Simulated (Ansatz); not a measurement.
`CO[CH2][AlH2]` + `N=C[SiH3]` → `[AlH2]/[N]=C\[SiH3]` + `COC` at 600 K and 1 bar (ligand exchange at the Al–C bond).

Program: Ansatz. Geometries: PBE0-D4/def2-TZVP. ΔE: electronic, gas phase. CBS: MP2 limit from def2 TZ/QZ plus the TZ coupled-cluster correction, frozen cores. Each species was taken in one conformer, which may not be the lowest.

```json
{"species": "`CO[CH2][AlH2]`", "CCSD(T)/CBS energy (Eh)": "-397.45414", "H − E (kJ/mol)": "273.4", "S (J/(mol·K))": "418.4"}
{"species": "`N=C[SiH3]`", "CCSD(T)/CBS energy (Eh)": "-384.79808", "H − E (kJ/mol)": "188.8", "S (J/(mol·K))": "351.8"}
{"species": "`[AlH2]/[N]=C\\[SiH3]`", "CCSD(T)/CBS energy (Eh)": "-627.42847", "H − E (kJ/mol)": "215.6", "S (J/(mol·K))": "440.6"}
{"species": "`COC`", "CCSD(T)/CBS energy (Eh)": "-154.86276", "H − E (kJ/mol)": "248.7", "S (J/(mol·K))": "321.2"}
```

H − E and S are ideal-gas, rigid-rotor, harmonic terms from PBE0-D4/def2-TZVP, for one conformer and one mirror image of each species. 1 Eh = 2625.50 kJ/mol, R = 8.31446 J/(mol·K).

Task: By hand: ΔE, ΔH, ΔS and ΔG.

Result: ΔE = (-627.42847) + (-154.86276) − (-397.45414) − (-384.79808) = -0.03901 Eh = -102.4 kJ/mol. Δ(H − E) = 215.6 + 248.7 − 273.4 − 188.8 = 2.1, so ΔH = -100.3 kJ/mol. ΔS = 440.6 + 321.2 − 418.4 − 351.8 = -8.4 J/(mol·K). ΔG = -100.3 − 600 × (-8.4)/1000 = -95.3 kJ/mol.

Task: By hand: the equilibrium constant, and the temperature at which ΔG would vanish if ΔH and ΔS stayed fixed.

Result: log₁₀ K = −ΔG/(RT ln 10) = 8.3. ΔG = 0 at ΔH/ΔS = 11940 K, far beyond where these terms or the molecules hold.

The number of gas molecules stays the same, so ΔS is small and ΔH decides. A doubt of 5 kJ/mol in ΔE shifts log₁₀ K by 0.4 here. Other conformers and mirror images would add mixing entropy, several J/(mol·K) or more a flexible species. These are equilibria of isolated gas molecules and say nothing of rates. Largest T1 diagnostic: 0.015 (customary marks: 0.02 for closed shells, 0.045 for open ones).
